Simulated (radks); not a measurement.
Task: Neutral cadmium, [Kr] 4d10 5s2. All-electron calculation, non-relativistic Kohn-Sham, exchange-only LDA, spin-polarised, spherical densities, point nucleus. Program: a radial shooting solver on a logarithmic mesh with Libxc functionals. Every spin shell is full or empty, so the densities are truly spherical. Functionals are evaluated on that one density, not self-consistently. Rank these orbital-free kinetic functionals by their error against the exact value of the orbitals, and give that value: Thomas-Fermi, von Weizsacker, TF + vW/5, LC94, APBEK, Perdew 92, Thakkar, Pearson, LKT, DePristo-Kress, Ernzerhof.

Result: Exact: 5457.82 hartree. From best to worst, with 100 (|E| - |E exact|)/|E exact| (equal figures are ties): LC94 +0.07, DePristo-Kress -0.09, APBEK +0.13, Ernzerhof -0.40, Thakkar -0.56, Perdew 92 -0.67, Pearson -0.93, TF + vW/5 +3.06, Thomas-Fermi -5.35, LKT +19.46, von Weizsacker -57.93.
